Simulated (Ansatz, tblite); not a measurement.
Forces on Sn4Ge2H12, an alloyed cluster cut from the lattice of tin (2 Ge, core) at its PBE-D4/def2-SVP geometry. The state is a singlet with charge 0.

In the def2 sets Sn takes a core potential; there is no spin–orbit coupling. The xTB rows come from tblite.

GFN1-xTB (tblite), largest force 0.86 eV/Å:

```xyz
18
positions Å, forces eV/Å
Ge    2.058    1.409   -0.026    0.206   -0.391    0.093
Sn    0.249   -1.997   -1.599    0.217    0.093    0.533
Sn   -2.398    1.107    0.464   -0.011   -0.198    0.089
Sn    0.022    2.095    1.496    0.169   -0.116   -0.524
Sn   -2.129   -1.622   -0.151   -0.084    0.208   -0.086
Ge    2.257   -1.022   -0.204    0.125    0.432   -0.115
H     3.371    2.023    0.544   -0.666   -0.211   -0.453
H     1.852    1.996   -1.453    0.241   -0.230    0.773
H     0.512   -3.671   -1.975   -0.032    0.344   -0.169
H     0.153   -1.133   -3.101    0.070   -0.318    0.179
H    -3.691    1.369    1.592    0.181    0.066   -0.369
H    -2.800    1.973   -0.984   -0.049   -0.153    0.430
H     0.269    1.435    3.082   -0.015    0.298   -0.214
H    -0.043    3.822    1.659    0.059   -0.315    0.206
H    -2.036   -2.533    1.323   -0.161    0.132   -0.410
H    -3.503   -2.211   -1.033    0.260   -0.015    0.329
H     2.241   -1.639    1.226    0.155    0.277   -0.799
H     3.618   -1.403   -0.862   -0.666    0.097    0.507
```

GFN2-xTB (tblite), largest force 0.52 eV/Å:

```
Ge 0.146 -0.148 0.112
Sn 0.159 -0.055 0.296
Sn 0.062 -0.083 0.207
Sn 0.114 0.050 -0.264
Sn 0.005 0.117 -0.225
Ge 0.109 0.177 -0.144
H -0.411 -0.097 -0.285
H 0.156 -0.054 0.407
H -0.108 0.311 -0.099
H -0.004 -0.272 0.173
H 0.149 0.019 -0.318
H -0.052 -0.105 0.296
H -0.080 0.240 -0.205
H -0.033 -0.312 0.139
H -0.131 0.081 -0.278
H 0.205 0.021 0.286
H 0.122 0.086 -0.417
H -0.410 0.026 0.320
```

B97M-V/def2-TZVP (Ansatz), largest force 0.22 eV/Å:

```
Ge 0.116 0.070 -0.023
Sn 0.068 -0.083 -0.092
Sn -0.157 0.077 0.009
Sn 0.051 0.100 0.084
Sn -0.138 -0.123 0.010
Ge 0.144 -0.047 0.013
H -0.161 -0.078 -0.092
H 0.029 -0.072 0.172
H -0.013 0.148 0.017
H 0.014 -0.075 0.110
H 0.092 -0.006 -0.101
H 0.024 -0.056 0.106
H -0.008 0.056 -0.116
H 0.019 -0.138 0.004
H -0.015 0.061 -0.110
H 0.107 0.037 0.087
H 0.006 0.082 -0.188
H -0.179 0.048 0.111
```
